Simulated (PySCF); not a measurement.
# Spinor energies of W⁶⁵⁺ (tungsten, charge +65)

Start: [He] 2s2 2p5; 2p1/2 filled at m_j = -1/2, +1/2; 2p3/2 filled at m_j = -1/2, +1/2, +3/2. Calculated with PySCF 2.14 in an even-tempered Gaussian basis (17 s from 49 bohr⁻², ratio 2.4; 13 p from 64 bohr⁻², ratio 2.4; 5 d from 220 bohr⁻², ratio 2.6; 4 f from 330 bohr⁻², ratio 2.6): generalised Hartree-Fock with the X2C-1e Hamiltonian and a Gaussian nucleus; one run each with spin-orbit coupling (SO) switched off, then screened by Boettger's factors.

| spinor shell | electrons | ε, spin-free (eV) | ε, screened SO (eV) | weight of nominal j (screened SO) | rms radius, screened SO (bohr) |
| --- | --- | --- | --- | --- | --- |
| 1s1/2 | 2 | -76045.3 | -76015.4 | 1.000 | 0.0207 |
| 2s1/2 | 2 | -17813.4 | -17804.9 | 1.000 | 0.0820 |
| 2p1/2 | 2 | -16373.3 | -17378.9 | 1.000 | 0.0694 |
| 2p3/2 | 3 | -16373.3 | -15962.4 | 1.000 | 0.0763 |

```csv
quantity,spin-free,screened SO
E (hartree),-10464.23070,-10494.14187
M_J,3/2,3/2
⟨J²⟩,3.750,3.750
⟨L²⟩,2.000,2.025
⟨S²⟩,0.750,0.775
```

Each row is a mean over spinors that exchange with the open shell spreads, by up to 64.690 eV (2s1/2).

Breit and QED terms are absent; they matter most for the inner s and p1/2 levels.

Densities and radii are taken from the X2C orbitals without a picture-change correction, which distorts them close to the nucleus.

Without spin-orbit coupling the j labels of p, d and f shells carry no meaning; the spin-free column gives the mean over the occupied spinors of each nl shell.
